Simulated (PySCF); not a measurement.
hydrogen iodide (HI), singlet, geometry from GFN2-xTB (all electrons, no relativity); PySCF with CAMB3LYP/STO-3G.

PySCF was given this input:
```python
from pyscf import gto, scf, dft

mol = gto.M(
    atom='''
I    -0.000000   -0.000000   -0.029099
H     0.000000    0.000000    1.542226
''',
    basis='sto-3g',
    charge=0,
    spin=0,
    verbose=4,
    symmetry=True,
)

mf = dft.RKS(mol)
mf.xc = 'camb3lyp'
mf.kernel()
mf.analyze()
```

Output, abridged:

```
PySCF version 2.14.0

[INPUT] verbose = 4
[INPUT] num. atoms = 2
[INPUT] num. electrons = 54
[INPUT] charge = 0
[INPUT] spin (= nelec alpha-beta = 2S) = 0
[INPUT] symmetry True subgroup None
[INPUT] Mole.unit = angstrom
[INPUT] Symbol           X                Y                Z      unit          X                Y                Z       unit  Magmom
[INPUT]  1 I      0.000000000000   0.000000000000  -0.029099000000 AA    0.000000000000   0.000000000000  -0.054989140499 Bohr   0.0
[INPUT]  2 H      0.000000000000   0.000000000000   1.542226000000 AA    0.000000000000   0.000000000000   2.914384762183 Bohr   0.0

nuclear repulsion = 17.848880517245
point group symmetry = Coov
symmetry origin: [ 0.00000000e+00  0.00000000e+00 -7.34893493e-07]
symmetry axis x: [1. 0. 0.]
symmetry axis y: [0. 1. 0.]
symmetry axis z: [0. 0. 1.]
num. orbitals of irrep A1 = 12
num. orbitals of irrep E1x = 6
num. orbitals of irrep E1y = 6
num. orbitals of irrep E2x = 2
num. orbitals of irrep E2y = 2
number of shells = 12
number of NR pGTOs = 84
number of NR cGTOs = 28
basis = sto-3g
ecp = {}

******** <class 'pyscf.dft.rks_symm.SymAdaptedRKS'> ********
method = SymAdaptedRKS
initial guess = minao
damping factor = 0
level_shift factor = 0
DIIS = <class 'pyscf.scf.diis.CDIIS'>
diis_start_cycle = 1
diis_space = 8
diis_damp = 0
SCF conv_tol = 1e-09
SCF conv_tol_grad = None
SCF max_cycles = 50
direct_scf = True
direct_scf_tol = 1e-13
XC library pyscf.dft.libxc version 7.1.2
    S. Lehtola, C. Steigemann, M. J. T. Oliveira, and M. A. L. Marques,  SoftwareX 7, 1–5 (2018)
XC functionals = camb3lyp
    T. Yanai, D. P. Tew, and N. C. Handy,  Chem. Phys. Lett. 393, 51 (2004)
radial grids:
    Treutler-Ahlrichs [JCP 102, 346 (1995); DOI:10.1063/1.469408] (M4) radial grids

becke partition: Becke, JCP 88, 2547 (1988); DOI:10.1063/1.454033
pruning grids: <function nwchem_prune>
grids dens level: 3
symmetrized grids: True
atomic radii adjust function: <function treutler_atomic_radii_adjust>
small_rho_cutoff = 0
Freeze 0 electrons in irreps []
    54 free electrons in irreps A1 E1x E1y E2x E2y
Set gradient conv threshold to 3.16228e-05
Initial guess from minao.
tot grids = 31768
init E= -6831.94385234944
HOMO (E1y) = -0.603046730780661  LUMO (A1) = -0.0965947707566156  gap/eV = 13.78126
cycle= 1 E= -6853.59354964072  delta_E= -21.6  |g|= 0.292  |ddm|= 1.45
HOMO (E1y) = -0.219143011987777  LUMO (A1) = 0.180413753409013  gap/eV = 10.87249
cycle= 2 E= -6853.63911922589  delta_E= -0.0456  |g|= 0.0716  |ddm|= 0.919
HOMO (E1y) = -0.24826661260912  LUMO (A1) = 0.224184501120099  gap/eV = 12.85605
cycle= 3 E= -6853.64222904103  delta_E= -0.00311  |g|= 0.00368  |ddm|= 0.206
HOMO (E1y) = -0.248300195792162  LUMO (A1) = 0.223811302101474  gap/eV = 12.84681
cycle= 4 E= -6853.64223614969  delta_E= -7.11e-06  |g|= 7.03e-05  |ddm|= 0.00789
HOMO (E1y) = -0.248313988230697  LUMO (A1) = 0.223743327302385  gap/eV = 12.84533
cycle= 5 E= -6853.64223615302  delta_E= -3.34e-09  |g|= 1.03e-06  |ddm|= 0.000251
HOMO (E1y) = -0.248314302986567  LUMO (A1) = 0.223744362266255  gap/eV = 12.84537
cycle= 6 E= -6853.64223615302  delta_E= 3.64e-12  |g|= 1.3e-08  |ddm|= 2.07e-06
HOMO (E1y) = -0.248314303175534  LUMO (A1) = 0.223744366569485  gap/eV = 12.84537
Extra cycle  E= -6853.64223615302  delta_E= -9.09e-13  |g|= 3.06e-09  |ddm|= 3.74e-08
converged SCF energy = -6853.64223615302
**** SCF Summaries ****
Total Energy =                       -6853.642236153019439
Nuclear Repulsion Energy =              17.848880517245000
One-electron Energy =                -9476.340901956144080
Two-electron Energy =                 2604.849785285880444
Two-electron Coulomb Energy =         2781.946189580232385
DFT Exchange-Correlation Energy =     -177.096404294352084
HOMO-LUMO gap [eV] =                    12.845370686519406
Wave-function symmetry id = 0
occupancy for each irrep:     A1  E1x  E1y  E2x  E2y
                              11    6    6    2    2
**** MO energy ****
MO #1 (A1 #1), energy= -1153.26988377487 occ= 2
MO #2 (A1 #2), energy= -172.50548834489 occ= 2
MO #3 (A1 #3), energy= -164.683947623602 occ= 2
MO #4 (E1x #1), energy= -164.682251466559 occ= 2
MO #5 (E1y #1), energy= -164.682251466559 occ= 2
MO #6 (A1 #4), energy= -33.4778092987223 occ= 2
MO #7 (A1 #5), energy= -30.7818752751409 occ= 2
MO #8 (E1x #2), energy= -30.7758526148284 occ= 2
MO #9 (E1y #2), energy= -30.7758526148284 occ= 2
MO #10 (A1 #6), energy= -22.1186251001395 occ= 2
MO #11 (E1x #3), energy= -22.1172304313105 occ= 2
MO #12 (E1y #3), energy= -22.1172304313105 occ= 2
MO #13 (E2x #1), energy= -22.1132666356559 occ= 2
MO #14 (E2y #1), energy= -22.1132666356559 occ= 2
MO #15 (A1 #7), energy= -5.77501004370559 occ= 2
MO #16 (A1 #8), energy= -4.54888370581876 occ= 2
MO #17 (E1x #4), energy= -4.52815937651807 occ= 2
MO #18 (E1y #4), energy= -4.52815937651807 occ= 2
MO #19 (A1 #9), energy= -1.66468375893306 occ= 2
MO #20 (E1x #5), energy= -1.65535087928441 occ= 2
MO #21 (E1y #5), energy= -1.65535087928441 occ= 2
MO #22 (E2x #2), energy= -1.64025267946423 occ= 2
MO #23 (E2y #2), energy= -1.64025267946423 occ= 2
MO #24 (A1 #10), energy= -0.630020458113846 occ= 2
MO #25 (A1 #11), energy= -0.380049156579964 occ= 2
MO #26 (E1x #6), energy= -0.248314303175534 occ= 2
MO #27 (E1y #6), energy= -0.248314303175534 occ= 2
MO #28 (A1 #12), energy= 0.223744366569485 occ= 0
 ** Mulliken pop on meta-lowdin orthogonal AOs  **
 ** Mulliken pop  **
pop of  0 I 1s            2.00000
pop of  0 I 2s            2.00000
pop of  0 I 3s            1.99995
pop of  0 I 4s            1.99998
pop of  0 I 5s            1.87811
pop of  0 I 2px           2.00000
pop of  0 I 2py           2.00000
pop of  0 I 2pz           2.00000
pop of  0 I 3px           2.00000
pop of  0 I 3py           2.00000
pop of  0 I 3pz           1.99995
pop of  0 I 4px           2.00000
pop of  0 I 4py           2.00000
pop of  0 I 4pz           1.99963
pop of  0 I 5px           2.00000
pop of  0 I 5py           2.00000
pop of  0 I 5pz           1.10535
pop of  0 I 3dxy          2.00000
pop of  0 I 3dyz          2.00000
pop of  0 I 3dz^2         1.99999
pop of  0 I 3dxz          2.00000
pop of  0 I 3dx2-y2       2.00000
pop of  0 I 4dxy          2.00000
pop of  0 I 4dyz          2.00000
pop of  0 I 4dz^2         1.99650
pop of  0 I 4dxz          2.00000
pop of  0 I 4dx2-y2       2.00000
pop of  1 H 1s            1.02054
 ** Mulliken atomic charges  **
charge of    0I =      0.02054
charge of    1H =     -0.02054
Dipole moment(X, Y, Z, Debye):  0.00000,  0.00000,  1.34350
```
